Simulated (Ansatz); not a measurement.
Basis sets compared for Be₆S₅. Total charge 0; singlet. Geometry r2SCAN-D4/def2-SVP. Ansatz on 4 threads of Arm Neoverse V1 on a shared host; times are rough, and most runs start from earlier orbitals.

```xyz
11

Be   -1.985   -0.600   -2.010
Be   -0.437   -2.239   -0.514
Be   -1.723    1.624   -0.496
Be   -0.182    2.304    0.716
Be    1.589   -1.341    1.063
Be    2.245    1.271    1.298
S    -0.856   -2.096   -2.363
S     1.296    2.832    1.827
S    -0.011   -2.336    1.340
S     3.162   -0.313    0.765
S    -3.097    0.894   -1.625
```

Another isomer (singlet) lies 2.31 eV lower at PBE0-D4/def2-TZVP; other spin states weren't run for this one.

Binding counts from free atoms (Be singlet, S triplet) in the same basis, without a counterpoise term.

| level | functions | energy (Eh) | HOMO (eV) | LUMO (eV) | binding per atom (eV) | wall time |
| --- | --- | --- | --- | --- | --- | --- |
| PBE-D4/def2-SVP | 144 | -2078.1453 | -6.61 | -3.38 | 3.64 | 2.4 s |
| PBE0-D4/def2-SVP | 144 | -2078.3456 | -7.79 | -2.73 | 3.57 | 3.9 s |

**Question.** Estimate the rows for PBE-D4/def2-TZVP (with forces), PBE0-D4/def2-TZVP.

**Answer.** 
```
                         level  functions  energy (Eh)  HOMO (eV)  LUMO (eV)  binding per atom (eV)  wall time
PBE-D4/def2-TZVP (with forces)        299   -2078.9309      -6.53      -3.27                   3.64      6.5 s
             PBE0-D4/def2-TZVP        299   -2079.1295      -7.66      -2.58                   3.58       12 s
```
